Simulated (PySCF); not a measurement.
Job file and geometry (Å, from GFN2-xTB) of an NMR shielding run on `InChI=1S/C5H14N2Si/c1-5(3-4-5)8(2,6)7/h3-4,6-7H2,1-2H3`, PySCF 2.14.0, density-fitted response routines, GIAO PBE0/pcSseg-1 NMR shielding, non-relativistic, gas phase; density fitting, a coarse starting grid and PySCF grid level 2 are the driver's defaults:

```
$ OMP_NUM_THREADS=1 python probes_run.py task.json out

{"job": {"kind": "nmr", "xc": "PBE0", "basis": "pcSseg-1"}, "charge": 0, "multiplicity": 1}
C      1.320761     1.351123    -0.879370
C      0.870326     0.248037     0.053505
Si    -0.887394    -0.421949    -0.210984
C     -2.140549     0.974029     0.126755
N     -0.885785    -1.133529    -1.789299
N     -1.378860    -1.735883     0.800494
C      1.932002    -0.707725     0.523599
C      1.388795     0.318547     1.464006
H      1.332615     0.998881    -1.909664
H      2.323114     1.693328    -0.625486
H      0.643249     2.201297    -0.817534
H     -3.157443     0.602252     0.057286
H     -2.036506     1.778766    -0.593889
H     -2.014438     1.404560     1.114767
H     -0.536510    -0.585889    -2.557875
H     -1.716451    -1.626262    -2.074107
H     -1.557358    -1.547927     1.772671
H     -0.889586    -2.610198     0.703220
H      2.938341    -0.578651     0.151718
H      1.663996    -1.741213     0.683446
H      0.753440    -0.012823     2.272398
H      2.023829     1.150614     1.733495
```

**Question.** Write the output of this run.

**Answer.** 
```
coarse grid: 17864 points
cycle   1  E = -597.3130399170  dE =  8.574e-01  |g| = 7.009e-01  |ddm| = 4.119e+00
cycle   2  E = -597.2668902415  dE =  4.615e-02  |g| = 8.467e-01  |ddm| = 1.313e+00
cycle   3  E = -597.4288132634  dE = -1.619e-01  |g| = 5.990e-02  |ddm| = 7.716e-01
cycle   4  E = -597.4294046303  dE = -5.914e-04  |g| = 3.038e-02  |ddm| = 7.541e-02
cycle   5  E = -597.4296191389  dE = -2.145e-04  |g| = 4.422e-03  |ddm| = 2.785e-02
cycle   6  E = -597.4296228642  dE = -3.725e-06  |g| = 1.498e-03  |ddm| = 5.906e-03
final grid: 165160 points
cycle   7  E = -597.4706687064  dE = -5.035e-05  |g| = 1.136e-02  |ddm| = 3.517e-02
cycle   8  E = -597.4706544472  dE =  1.426e-05  |g| = 1.392e-02  |ddm| = 2.216e-02
cycle   9  E = -597.4706999332  dE = -4.549e-05  |g| = 7.464e-04  |ddm| = 1.223e-02
cycle  10  E = -597.4707000421  dE = -1.089e-07  |g| = 2.698e-04  |ddm| = 8.366e-04
cycle  11  E = -597.4707000593  dE = -1.715e-08  |g| = 4.890e-05  |ddm| = 2.614e-04
cycle  12  E = -597.4707000597  dE = -4.452e-10  |g| = 1.877e-05  |ddm| = 6.606e-05
converged SCF energy = -597.4707000597

GIAO shielding tensors (ppm)
atom      isotropic    diamagn.    paramagn.     s11        s22        s33       span
  0 C      163.179     246.588     -83.409    141.179    158.735    189.622     48.443
  1 C      181.114     257.049     -75.935    146.670    177.503    219.168     72.498
  2 Si     353.545     880.863    -527.318    331.940    339.729    388.967     57.027
  3 C      187.978     256.723     -68.744    181.693    186.060    196.182     14.489
  4 N      247.900     318.162     -70.262    219.244    260.680    263.775     44.531
  5 N      251.715     320.856     -69.141    212.166    267.443    275.536     63.370
  6 C      175.985     254.518     -78.532    143.868    175.786    208.301     64.433
  7 C      175.900     254.356     -78.456    142.738    175.902    209.061     66.323
  8 H       30.393      31.804      -1.411     25.234     28.674     37.271     12.037
  9 H       31.606      31.711      -0.106     26.381     29.222     39.213     12.832
 10 H       30.234      32.013      -1.779     25.053     28.738     36.912     11.859
 11 H       31.734      30.291       1.443     27.217     28.890     39.095     11.879
 12 H       31.639      32.577      -0.938     27.101     30.039     37.777     10.676
 13 H       31.711      33.229      -1.518     27.088     30.114     37.932     10.843
 14 H       31.409      32.885      -1.476     23.468     28.982     41.777     18.309
 15 H       31.318      30.505       0.813     23.939     26.900     43.115     19.176
 16 H       32.004      32.943      -0.939     25.200     27.651     43.163     17.963
 17 H       31.617      32.552      -0.935     24.756     27.137     42.958     18.202
 18 H       31.604      33.215      -1.611     25.610     28.107     41.095     15.486
 19 H       31.299      33.792      -2.493     24.512     29.716     39.670     15.158
 20 H       31.550      34.122      -2.572     25.028     29.793     39.829     14.801
 21 H       31.733      33.417      -1.684     25.779     28.257     41.162     15.383
```

Size and cost of the density-fitted run: 213 basis functions, 74 s wall time on 1 thread of an Arm Neoverse N1, shared host; peak memory 1 GiB.
